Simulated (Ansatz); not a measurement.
Geometry optimisation, RKS PBE/def2-SVP (Ansatz 0.2.0).

The input (input.yaml):

```yaml
crystal:
  periodic: [false, false, false]
  atoms:
    - { symbol: W, position_ang: [0.291077, 0.253516, -0.339824] }
    - { symbol: F, position_ang: [0.396576, -0.553364, 2.597206] }
    - { symbol: F, position_ang: [1.844094, -0.73141, 0.04579] }
    - { symbol: F, position_ang: [-0.042553, 1.812902, -1.334417] }
    - { symbol: F, position_ang: [-1.156177, 0.939337, 0.637783] }
    - { symbol: F, position_ang: [-0.575302, -1.356531, 0.075029] }
    - { symbol: F, position_ang: [0.611794, -0.346804, -2.082943] }
    - { symbol: P, position_ang: [1.608288, 1.775939, 1.09078] }
    - { symbol: H, position_ang: [2.920226, 1.44791, 0.61305] }
    - { symbol: H, position_ang: [1.466959, 3.011426, 0.370237] }
    - { symbol: H, position_ang: [0.504117, 0.305678, 2.95351] }
basis:
  gaussian: { orbitals: def2-SVP }
hamiltonian:
  xc: pbe
relax:
  f_tol: 0.03
  max_steps: 50
```

Command:

```bash
$ ansatz run input.yaml --threads 4 --pin off --max-ram 5120MiB --backend cpu --events-out ev --progress --plain --runs-dir out
```

Task: Where does it end, and by what steps?

Result: The run converged. After 13 steps the energy has fallen by 0.167 eV; H11 moved furthest, 0.60 Å. Joined: W1–F2 (3.05 → 2.44 Å).

| step | energy less start (eV) | largest force component (eV/Å) | accepted |
| --- | --- | --- | --- |
| 0 | 0.0000 | 0.584 | yes |
| 1 | -0.0617 | 0.634 | yes |
| 2 | -0.0881 | 0.665 | yes |
| 3 | -0.1136 | 0.382 | yes |
| 4 | -0.1131 | 0.424 | no |
| 5 | -0.1340 | 0.165 | yes |
| 6 | -0.1430 | 0.184 | yes |
| 7 | -0.1364 | 0.614 | no |
| 8 | -0.1595 | 0.059 | yes |
| 9 | -0.1637 | 0.117 | yes |
| 10 | -0.1655 | 0.116 | yes |
| 11 | -0.1667 | 0.056 | yes |
| 12 | -0.1667 | 0.050 | yes |
| 13 | -0.1671 | 0.010 | yes |

```xyz
11
Properties=species:S:1:pos:R:3
W 0.271 0.149 -0.206
F 0.268 -0.411 2.172
F 1.839 -0.815 0.155
F 0.259 1.682 -1.294
F -1.179 1.051 0.562
F -0.781 -1.364 0.135
F 0.506 -0.577 -1.918
P 1.701 1.769 1.262
H 2.900 1.725 0.479
H 1.225 3.042 0.812
H 0.860 0.309 2.466
```

Time of the run: 30 s on 4 threads of Arm Neoverse V2 (shared host), peak memory 0.23 GiB.
